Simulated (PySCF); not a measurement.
CH₇ClOSi₃, SMILES O[C@H]1[SiH2][Si@@H](Cl)[SiH2]1.

Geometry optimised at PBE-D3(BJ)/def2-SVP. The structure was generated by enumeration; whether it is a known compound was not checked. Other conformers were not sampled.

All values below come from TDA-PBE/def2-SVPD in PySCF.

Vertical excitations. Isolated molecule, no solvent.

Q: Estimate the UV-visible absorptions. (Estimate from the structure and the level; the computed values follow.)

A: 
```
state  energy (eV)  λ (nm)      f                                                                 main pairs
-----  -----------  ------  -----  -------------------------------------------------------------------------
S1            4.44     279  0.003                                           HOMO→LUMO 84 %, HOMO−1→LUMO 13 %
S2            4.54     273  0.006                                           HOMO−1→LUMO 84 %, HOMO→LUMO 13 %
S3            4.95     250  0.005                                                           HOMO−2→LUMO 91 %
S4            5.10     243  0.021                                       HOMO−1→LUMO+1 63 %, HOMO→LUMO+1 29 %
S5            5.20     238  0.056                                       HOMO→LUMO+1 55 %, HOMO−1→LUMO+1 34 %
S6            5.58     222  0.006   HOMO−1→LUMO+2 62 %, HOMO−3→LUMO 15 %, HOMO→LUMO+2 10 %, HOMO→LUMO+3 10 %
S7            5.62     221  0.002  HOMO−2→LUMO+1 46 %, HOMO→LUMO+3 22 %, HOMO−1→LUMO+2 21 %, HOMO→LUMO+2 7 %
S8            5.65     220  0.007                                                           HOMO−3→LUMO 75 %
S9            5.71     217  0.026                                       HOMO−2→LUMO+1 42 %, HOMO→LUMO+3 37 %
S10           5.80     214  0.009                                                         HOMO−1→LUMO+3 79 %
T1            3.91     317      0                                                             HOMO→LUMO 98 %
T2            4.22     294      0                                                           HOMO−1→LUMO 98 %
T3            4.60     270      0                                                           HOMO→LUMO+1 97 %
T4            4.73     262      0                                                           HOMO−2→LUMO 98 %
```
Triplets are in the Tamm–Dancoff approximation.
